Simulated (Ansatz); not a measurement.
Isomers of Mg3O4⁻ (doublet), relaxed with PBE0-D4/def2-SVPD; total energies from Ansatz at RPA@PBE/def2-TZVPD.

| isomer | description | energy (Eh) |
| --- | --- | --- |
| A | point group Cs; 8 × Mg–O 1.83 to 2.01 Å; 1 × O–O 1.54 Å | -900.80334 |
| B | point group Cs; 8 × Mg–O 1.84 to 2.28 Å; 1 × O–O 1.51 Å | -900.78363 |
| C | point group Cs; 9 × Mg–O 1.86 to 2.17 Å; 1 × O–O 1.53 Å | -900.80945 |
| D | point group not assigned; 7 × Mg–O 1.90 to 2.45 Å; 2 × O–O 1.43 to 1.44 Å | -900.68595 |

Correlated methods freeze 7 core orbitals; core or outer-core shells of Mg are correlated, in sets that lack core-valence functions.

The isomers come from a short search, and lower ones may exist.

Problem. Work out the relative energies (1 Eh = 2625.5 kJ/mol) and the Boltzmann populations at 500 K from electronic energies alone (R = 8.314 J/mol/K).

Solution. ΔE: A 16.0, B 67.8, C 0.0, D 324.2 kJ/mol. RT = 4.16 kJ/mol. Factors exp(−ΔE/RT): A 0.0214, B 8.35e-08, C 1, D 1.43e-34; sum 1.021. Populations: A 2.1 %, B 0.0 %, C 97.9 %, D 0.0 %. Zero-point energy, vibrational entropy and symmetry numbers are left out and can shift these; an error of 4 kJ/mol changes a ratio by a factor of 2.6. Over the other density-functional and correlated levels in def2 sets, the gap between C and A ranges from -1 to 22 kJ/mol.
